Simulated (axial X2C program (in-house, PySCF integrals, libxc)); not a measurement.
**ScI: from Re and ωe to a spectrum**

A bond curve at the PBE0 level, with spin–orbit coupling, was computed with an axial X2C code built on PySCF integrals (basis I dyall-cv3z [11s12p8d4f1g], Sc dyall-cv3z [10s11p7d5f2g] (cores contracted in-house)) for the state Ω = 1 (⟨Sz⟩ = -1.00, ⟨Lz⟩ = 2.00 at PBE0). Its fit gives Re = 2.6967 Å, ωe = 250.9 cm⁻¹, ωexe = 0.644 cm⁻¹ and αe = 2.521e-04 cm⁻¹; the masses are 126.9045 and 44.9559 u. Two-component means X2C with spin–orbit coupling and atomic mean-field Coulomb and Gaunt terms.

Problem. Find the reduced mass, Be and the force constant.

Solution. From the PBE0 values: μ = 33.1962 u. Be = 16.8576/(μ Re²) = 0.06983 cm⁻¹. k = 5.8918×10⁻⁷ μ ωe² = 1.23 mdyn/Å.

Problem. A Morse curve ties αe to the other constants (Pekeris). How well does that hold?

Solution. αe(Morse) = 6Be²/ωe × (√(ωexe/Be) − 1) = 2.375e-04 cm⁻¹; the PBE0 curve gives 2.521e-04 cm⁻¹, a ratio of 0.94.

Problem. Where do the fundamental and the first overtone lie?

Solution. ν(1←0) = ωe − 2ωexe = 249.6 cm⁻¹; ν(2←0) = 2ωe − 6ωexe = 497.9 cm⁻¹.

Problem. Estimate De from a Morse curve and compare with the computed well depth of 3.159 eV to I + Sc.

Solution. De(Morse) = ωe²/(4ωexe) = 3.030 eV against 3.159 eV computed, a ratio of 0.96. For De the Morse form works well here.

Problem. The dipole moment p changes by 4.19 D/Å at Re. What harmonic infrared intensity follows?

Solution. I = 42.256 × (dp/dR)²/μ = 22 km/mol.

The state is one determinant whose occupation by symmetry is held fixed; it was picked as the lowest of a PBE0 search that is not exhaustive. Dissociation energies refer to the lowest single-determinant-based atoms at the same level and basis. Density functionals use the spin component along the axis (collinear). In 2c an atomic determinant is not the ground J level, so De misses part of the atomic spin–orbit lowering. This holds for PBE0. PBE0 can misorder states that lie within some tenths of an eV, so this need not be the ground state of the molecule. The nearest other 2c determinant of the search, Ω = 3, lies 0.01 eV up at the distance of the search. The functionals have no current-density term, which raises determinants with orbital currents, atoms included. With several unpaired electrons one determinant need not be a pure state.
